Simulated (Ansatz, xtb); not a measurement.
## Ligand exchange: BBr2Cl + LiCl → BBrCl2 + LiBr

Species: BBr2Cl `ClB(Br)Br`, singlet; LiCl, singlet; BBrCl2 (bromodichloroborane) `ClB(Cl)Br`, singlet; LiBr, singlet. The partners trade Br for Cl: B–Br and Li–Cl bonds give way to B–Cl and Li–Br.

Shapes, held fixed at every level: PBE0-D4/def2-TZVP. Programs: Ansatz 0.2.0, xtb 6.7.1. The zero-point and thermal change to 298 K, harmonic and unscaled (PBE0-D4/def2-TZVP), is +0.5 kJ/mol.

Task: Estimate ΔH(298 K) of this reaction.

Result: The highest level, CCSD(T)/def2-TZVPP, gives ΔH(298 K) = -22.0 kJ/mol; the levels span -42.3 to -22.0. The column of differences is taken from that level and isn't an error. No measured value is set beside it here. Relativity is left out for Br. Outer-core shells of Br, Li are correlated, in sets that cover them unevenly. Times are processor times on shared x86 and Arm servers, and rough.

| level | kind | ΔH(298 K) (kJ/mol) | less CCSD(T)/def2-TZVPP | CPU time (sum over the molecules) |
| --- | --- | --- | --- | --- |
| GFN0-xTB | semi-empirical | -42.3 | -20.3 | 0.19 s |
| HF/def2-SVP | Hartree–Fock | -36.5 | -14.5 | – |
| r2SCAN0-D4/def2-TZVPP | global hybrid | -26.0 | -4.0 | 27 s |
| wB97M-V/def2-TZVPP | range-separated hybrid | -25.2 | -3.2 | 54 s |
| wB97X-V/def2-TZVPP | range-separated hybrid | -24.7 | -2.7 | 39 s |
| B2PLYP/def2-TZVPP | double hybrid | -23.5 | -1.5 | 27 s |
| CCSD/def2-SVP | coupled cluster or CI | -39.5 | -17.5 | – |
| CCSD(T)/def2-TZVPP | coupled cluster or CI | -22.0 | 0.0 | 76 s |
